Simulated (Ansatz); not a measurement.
A set of 12 reactions (ligand exchange), with CCSD(T)/CBS values in kJ/mol:

```csv
reaction,ΔE
`F[BH][GaH][F]` + `O[SiH3]` → `FBO[SiH3]` + `[F][GaH2]`,-175.5
`[OH][Hf]([F])([Cl])[Br]` + NH₃ → `[NH2][Hf]([F])([Cl])[Br]` + H₂O,64.3
`CO[Si]N` + NH₃ → `N[Si]N` + CH₃OH,43.5
`C[CH2][Al]([OH])[OH]` + CH₃NH₂ → `C[NH][Al]([OH])[OH]` + `CC`,-95.5
`N=C[SiH2][SiH2]N` + H–F → `N[SiH2]F` + `N=C[SiH3]`,-147.3
`N[SiH](Cl)[Si](N)(Cl)Cl` + H–F → `N[SiH](F)[Si](N)(Cl)Cl` + HCl,-34.0
`CO[Si]N` + `[SiH3]N[SiH3]` → `N[Si]N([SiH3])[SiH3]` + CH₃OH,37.2
`[NH2][Mg][O][SiH3]` + `BC[SiH2]S` → `BC[SiH2]S[SiH3]` + `[NH2][Mg][OH]`,61.6
`CN(C)BF` + `N=C=O` → `O=C=NBF` + `CNC`,34.7
`CO[SiH](C)Cl` + `O[Si](O)(O)O` → `CO[SiH](C)O[Si](O)(O)O` + HCl,-18.5
`C[SiH](Cl)C#CO` + `N=C=O` → `C[SiH](Cl)N=C=O` + `C#CO`,-49.1
`BC(F)([SiH3])[SiH3]` + `[OH][Sc]([Cl])[Cl]` → `[SiH3][O][Sc]([Cl])[Cl]` + `BC(F)[SiH3]`,-101.6
```

Gas-phase electronic energies from Ansatz, PBE0-D4/def2-TZVP geometries. CCSD(T)/CBS adds triple-zeta CCSD(T) − MP2 to the extrapolated MP2 energy (def2 sets, frozen cores). This one scheme is used for every species. DFT in def2-TZVPP. B3LYP here is the variant with VWN-RPA as its local correlation; programs differ in this. def2 core potentials past Kr. For Br, Ga, Hf, Mg, Sc outer-core shells are correlated without core-valence functions, which leaves a few kJ/mol of doubt a bond. Scalar relativity is left out up to krypton. One conformer a species, not always the lowest.

Problem. Give the mean, mean absolute and largest difference (level minus CCSD(T)/CBS, kJ/mol) for: PBE-D4, PBE0-D4, B3LYP-D4, ωB97M-V, B2PLYP, PBE, HF/def2-TZVPP, SCS-MP2/def2-TZVPP, CCSD/def2-TZVPP, HF/def2-QZVPP, MP2/def2-QZVPP, SCS-MP2/def2-QZVPP, HF/CBS(def2), MP2/CBS(def2). (Best estimate.)

Solution. The calculation gave: 
```csv
level,mean,mean absolute,largest
PBE-D4,4.5,9.1,21.8
PBE0-D4,2.2,6.2,16.4
B3LYP-D4,-0.8,2.1,-4.4
ωB97M-V,-0.4,3.6,-7.6
B2PLYP,-1.1,5.9,-13.7
PBE,4.7,7.6,14.5
HF/def2-TZVPP,-7.3,18.8,-39.3
SCS-MP2/def2-TZVPP,-2.2,4.8,-13.2
CCSD/def2-TZVPP,-1.7,4.2,9.3
HF/def2-QZVPP,-8.0,20.1,-42.2
MP2/def2-QZVPP,-1.1,2.6,-6.7
SCS-MP2/def2-QZVPP,-2.1,4.4,-13.6
HF/CBS(def2),-8.1,20.2,-42.6
MP2/CBS(def2),-0.5,2.7,6.9
```

The largest T1 diagnostic in the set is 0.018, for `N=C=O` (customary mark 0.02).

CCSD(T)/CBS is a level of theory with its own doubt, and the functionals carry their triple-zeta basis error, so these figures describe this set and don't rank the functionals.
